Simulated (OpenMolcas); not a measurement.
## Cr5+, Mo5+, W5+: d down the group

| Property | Result |
| --- | --- |
| Program | OpenMolcas |
| Method | CASSCF |
| Basis | ANO-R2 |
| Scalar Hamiltonian | X2C, finite nucleus |
| Spin-orbit coupling | state interaction with AMFI integrals over the reference wave functions, term energies averaged over their components |

Active space for each ion: 1 electron in 5 orbitals (d).

Computed levels in cm-1 above 2D 3/2:

| Level | Cr5+ | Mo5+ | W5+ |
| --- | --- | --- | --- |
| 2D 5/2 | 930 | 2538 | 9519 |
| weight of 2D in the lowest level (%) | 100 | 100 | 100 |

Measured, with the error of the calculation in %. Measured levels: Cr5+ from Sugar and Corliss, J. Phys. Chem. Ref. Data 6, 317 (1977); Mo5+ from Sugar and Musgrove, J. Phys. Chem. Ref. Data 17, 155 (1988); W5+ from the list in J. Phys. B 45, 035002 (2012).

```tsv
Level	Cr5+	Mo5+	W5+
2D 5/2	940 (-1.0)	2584 (-1.8)	8709 (+9.3)
```

The fine-structure level 2D 5/2 changes by a factor of 10.2 from Cr5+ to W5+.

With one active electron the reference holds no correlation, so core polarisation is missing. Computed and measured levels are paired by configuration, term and J; levels that our copy of the source lacks, or whose pairing is in doubt (as where it misses far off the trend of its configuration), stay unpaired and out of the deviations. Only configurations of the active space appear.
